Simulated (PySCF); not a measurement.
## Dipole response of Si (silicon, neutral)

[Ne] 3s1 3p3, high-spin 5S determinant (an excited configuration). Computed with PySCF 2.14 in aug-cc-pV(D+d)Z (5s4p3d, 32 functions), with the non-relativistic Hamiltonian (point nucleus). Coupled (time-dependent) response in atomic units; α is the mean over directions.

```csv
method,mean α (bohr³),C₆ (like pair),S(−4)
UHF,34.14,274.4,378.2
PBE,37.27,305.0,503.9
PBE0,35.95,291.6,449.4
TPSSh,36.82,303.2,473.3
BLYP,38.13,312.9,545.7
```

S(−4) is the Cauchy moment in α(ω) = α(0) + S(−4) ω² + …

α(iu) at PBE0:

```
u (hartree)  α(iu) (bohr³)
          0          35.95
     0.0500          34.87
      0.100          32.05
      0.200          24.55
      0.300          17.94
      0.500          9.867
      0.750          5.371
       1.00          3.336
       1.50          1.662
       2.00          1.016
       3.00         0.5206
       5.00         0.2333
```

A single London oscillator, α(iu) = α/(1 + u²/ω²), gives C₆ = (3/4) ω α². Matching the computed C₆ needs ω = 4 × 291.6 / (3 × 35.95²) = 0.301 hartree.
